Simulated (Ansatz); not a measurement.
Ideal-gas functions of FGeH$_{3}$S, SMILES `[F][GeH2][SH]` at 298.15 K and 1 bar, from an Ansatz frequency run at PBE0-D4/def2-TZVP.

Molar mass 126.7 g/mol, point group C1 (symmetry number 1), electronic degeneracy 1, moments of inertia 40.505, 152.655, 183.068 u Å². Harmonic wavenumbers (cm⁻¹, unscaled): 173, 203, 424, 476, 662, 692, 769, 807, 849, 2183, 2203, 2716.

Use S(trans) = R[1.5 ln M + 2.5 ln T − 1.1517]; rotational temperatures θ = 24.2544 K / I; S(rot) = R[ln(√π/σ · √(T³/θAθBθC)) + 1.5]; for each mode x = 1.438777 ν̃/T, S = R[x/(eˣ − 1) − ln(1 − e⁻ˣ)] and H = RT x/(eˣ − 1); 1 cm⁻¹ = 0.0119627 kJ/mol; R = 8.31446 J/(mol·K).

Q: By hand: the entropy, in J/(mol·K).

A: Translation 169.2. Rotation: θ = 0.5988, 0.1589, 0.1325 K, giving 106.5. Vibration, mode by mode: 10.05, 8.81, 3.68, 3.02, 1.48, 1.32, 0.98, 0.84, 0.72, 0.00, 0.00, 0.00, in all 30.9. Electronic 0.0. Sum 306.6 J/(mol·K).

Q: By hand: H − E and G − E in kJ/mol, counted from the electronic energy.

A: Zero-point energy ½ × 12157 × 0.0119627 = 72.7; thermal vibration 5.7; translation, rotation and pV give 4 RT = 9.9. H − E = 88.3 kJ/mol, and G − E = 88.3 − 298.15 × 306.6/1000 = -3.1 kJ/mol.

Vibration gives 10 % of the entropy. The sum counts one conformer and one mirror image; others add a mixing term.
